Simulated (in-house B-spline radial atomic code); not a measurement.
# Zn³⁺: [Ar] (3d3/2)4 (3d5/2)5

Level of theory: Dirac-Hartree-Fock, average of the jj configuration, Fermi nucleus of rms radius 3.9283 fm; calculated with a B-spline radial code for spherical atoms.

Screening seen three ways: the hydrogenic charge with the same mean radius, Z_r = [3n² - l(l+1)]/(2<r>), the one with the same energy, Z_e = n√(-2ε), and Slater's rules. Values are occupation-weighted means over j.

```tsv
shell	electrons	ε (eV)	<r> (bohr)	Z_r	Z_e	Slater
1s	2	-9777.7	0.05028	29.83	26.81	29.70
2s	2	-1277	0.225	26.67	19.38	25.85
2p	6	-1108.3	0.198	25.25	18.05	25.85
3s	2	-199.69	0.6769	19.94	11.49	18.75
3p	6	-147.15	0.7066	17.69	9.87	18.75
3d	9	-62.799	0.8096	12.97	6.45	9.20
```

The least bound orbital is 3d5/2 at -62.5 eV, and it is also the most diffuse (<r> = 0.8122 bohr).

For the 1s electron the small component carries 1.17 % of the norm, the zero-frequency Breit interaction raises the level by 13.17 eV, self-energy by 6.728 eV, and vacuum polarisation lowers it by 0.6236 eV.

The density falls to 0.001 bohr⁻³ at 2.546 bohr; Σ<r²> = 12.437 bohr² gives, by the non-relativistic formula and without the paramagnetism of open shells, a Langevin diamagnetic susceptibility of -9.85×10⁻⁶ cm³/mol.
